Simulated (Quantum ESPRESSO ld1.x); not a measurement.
These are the eigenvalues of the occupied orbitals of an atom or ion with whole-number occupations (eV). Calculated with ld1.x of Quantum ESPRESSO 7.5: Dirac Kohn-Sham, BLYP, spin-unpolarised, spherical densities, point nucleus.

| orbital | eigenvalue |
|---|---|
| 1s1/2 | -83056.0 |
| 2s1/2 | -14707.8 |
| 2p1/2 | -14109.4 |
| 2p3/2 | -12160.7 |
| 3s1/2 | -3489.48 |
| 3p1/2 | -3220.45 |
| 3p3/2 | -2788.84 |
| 3d3/2 | -2344.32 |
| 3d5/2 | -2251.86 |
| 4s1/2 | -766.849 |
| 4p1/2 | -651.613 |
| 4p3/2 | -547.354 |
| 4d3/2 | -359.275 |
| 4d5/2 | -339.846 |
| 5s1/2 | -117.825 |
| 4f5/2 | -97.7959 |
| 4f7/2 | -93.6028 |
| 5p1/2 | -79.7964 |
| 5p3/2 | -61.4569 |
| 5d3/2 | -10.8397 |
| 5d5/2 | -9.0039 |
| 6s1/2 | -6.8008 |

Which element is it, and in what charge state? The configuration may be excited. Open shells, if any, fill j = l - 1/2 first.

Answer. Z = 80, mercury, charge 0: Hg in [Hg]. The list shows which subshells hold electrons but not how many an open one holds; the 1s level, -3052.3 hartree, gives Z - s = 78.1 by -(Z - s)^2/2, which with screening and relativity narrows Z to a few neighbours, and the depths of the outer levels then fix element, charge and occupations together.
